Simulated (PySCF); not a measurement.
C6H5O2S (doublet state).
Structure used (GFN2-xTB), in Å, numbered top down from 1:
```
atom  x, y, z in Å
C1     3.6796    0.2704    0.1621
C2     2.4691    0.1946    0.0587
C3     1.1248    0.1252   -0.1067
C4     0.1061   -0.7657    0.4019
O5     0.1379   -1.6180    1.2570
C6    -1.0516   -0.3073   -0.4773
C7    -2.3185    0.0989    0.2419
S8    -0.0106    1.1299   -1.1159
O9     0.2875    0.9726   -2.5338
H10    4.7218    0.3229    0.2752
H11   -1.2469   -1.0099   -1.2891
H12   -3.0525    0.4894   -0.4593
H13   -2.1044    0.8621    0.9877
H14   -2.7429   -0.7655    0.7501
```

As a line formula: `C1([C]([S@@](=O)[C@@H]1C)C#C)=O` [radical].

Theory: PySCF, UKS B3LYP, pcH-1 on C H O S, non-relativistic, mean-field spin-orbit, GIAO. Isolated species at its GFN2-xTB geometry (one conformer only). The geometry wasn't refined by DFT: couplings that depend on bond lengths, twists or pyramidal angles can differ widely from those at the functional's own minimum. The SCF solution wasn't tested for stability.

(1) Match the computed a_iso(13C) values +58.1, -49.7, +37.6, -28.3, +5.9, +1.3 MHz with the sites C1; C2; C3; C4; C6; C7.

## Answers

(1) 
| site | a_iso (MHz) | ρ(0) (bohr⁻³) | position | distance from C3 (Å) | spin population | largest \|T\| (MHz) |
| --- | --- | --- | --- | --- | --- | --- |
| C1 | +37.6 | +0.0334 | a main spin site | 2.57 | +0.45 | 67.2 |
| C2 | -49.7 | -0.0443 | 1 bond from C1 | 1.36 | -0.19 | 17.6 |
| C3 | +58.1 | +0.0517 | largest spin population | 0.00 | +0.58 | 91.5 |
| C4 | -28.3 | -0.0252 | 1 bond from C3 | 1.45 | -0.08 | 8.9 |
| C6 | +5.9 | +0.0053 | 2 bonds from C3 | 2.25 | +0.02 | 3.4 |
| C7 | +1.3 | +0.0012 | 3 bonds from C3 | 3.46 | +0.01 | 1.8 |

ρ(0) is the spin density at the nucleus and T the dipolar tensor; a_iso includes a spin–orbit part; entries for several nuclei are means. The Mulliken spin populations are largest on C3 (+0.58), C1 (+0.45), O5 (+0.20) and C2 (-0.19). Three atoms exceed +0.15. The positive populations add up to 1.29 and the negative ones to -0.29, together 2S = 1. The angles at C3 add up to 360.0°, so it is planar. Main spin sites, with 60 % or more of the largest population: C1, C3; positions count bonds from the nearest.

The spin density at the nucleus, in bohr⁻³, is negative for C2 (-0.0443), C4 (-0.0252) and H10 (-0.0080), for instance. A restricted open-shell determinant has no negative spin density anywhere; here it arises because α and β orbitals differ (spin polarisation).

Class means assume fast exchange of nuclei equivalent by connectivity; if that motion is slow, each nucleus keeps its own coupling.

C3, the radical centre as drawn in `C#C[C]1C(=O)[C@@H](C)[S@@]1=O`, holds a spin population of +0.58 out of 1.
